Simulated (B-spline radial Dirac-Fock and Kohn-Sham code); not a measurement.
Isotope-shift constants of the inner levels of Ca

System: the Ca atom in the configuration [Ar] 4s2.

Input file task.json (cfg lists n, l and occupation; rrms is the nuclear radius in fm):

```json
{"items": [{
  "Z": 20,
  "q": 0,
  "cfg": [[1, 0, 2], [2, 0, 2], [2, 1, 6], [3, 0, 2], [3, 1, 6], [4, 0, 2]],
  "A": 40,
  "rrms": 3.4776,
  "do": "isoshift",
  "isotopes": [[39, 38.970710811, 3.4595], [40, 39.96259085, 3.4776], [41, 40.962277905, 3.478], [42, 41.95861778, 3.5081], [43, 42.958766381, 3.4954], [44, 43.955481489, 3.5179], [45, 44.95618627, 3.4944], [46, 45.953687726, 3.4953], [47, 46.954541134, 3.4783], [48, 47.952522654, 3.4771], [50, 49.957499215, 3.5168]]
}]}
```

Run with: `python xray2_run.py task.json out`

The computed values come from a radial B-spline solver: first-order field-shift and mass-shift constants from Dirac-Fock ground and hole states with a Fermi nucleus; the mass shift has no relativistic recoil terms. A binding energy shifts by δE = F·δ⟨r²⟩ + (K_N + K_S)·δ(1/M); F is taken for a change of radius at fixed skin thickness and so holds the higher radial moments.

```
     level  F (meV/fm²)  K_N (meV u)  K_S (meV u)
    K (1s)       -1.071        -2223        763.2
   L1 (2s)     -0.08829       -247.0       -61.00
L2 (2p1/2)      0.01367       -198.0        172.4
L3 (2p3/2)      0.01377       -196.0        166.9
   M1 (3s)    -0.009841       -32.26       -2.683
M2 (3p1/2)     0.002786       -18.66        17.96
M3 (3p3/2)     0.002794       -18.44        17.24
```

Line shifts in meV from A = 40 (mass 39.9626 u, rms radius 3.4776 fm); radii from Angeli and Marinova (2013).

```tsv
A	mass (u)	radius (fm)	Kα1	Kα2	Kβ1	Lβ3
39	38.9707	3.4595	-0.78	-0.78	-0.79	-0.18
41	40.9623	3.478	+0.87	+0.87	+0.89	+0.19
42	41.9586	3.5081	+1.47	+1.48	+1.51	+0.35
43	42.9588	3.4954	+2.36	+2.37	+2.41	+0.52
44	43.9555	3.5179	+2.95	+2.95	+3.01	+0.67
45	44.9562	3.4944	+3.85	+3.86	+3.93	+0.84
46	45.9537	3.4953	?	?	?	?
47	46.9545	3.4783	+5.33	+5.34	+5.43	+1.14
48	47.9525	3.4771	+5.97	+5.98	+6.09	+1.28
50	49.9575	3.5168	+6.87	+6.88	+7.01	+1.51
```

**Question.** What are the shifts for A = 46?

**Answer.** Kα1 +4.53 meV (field -0.13, mass +4.67); Kα2 +4.55 meV (field -0.13, mass +4.68); Kβ1 +4.63 meV (field -0.13, mass +4.76); Lβ3 +0.99 meV (field -0.01, mass +1.00).
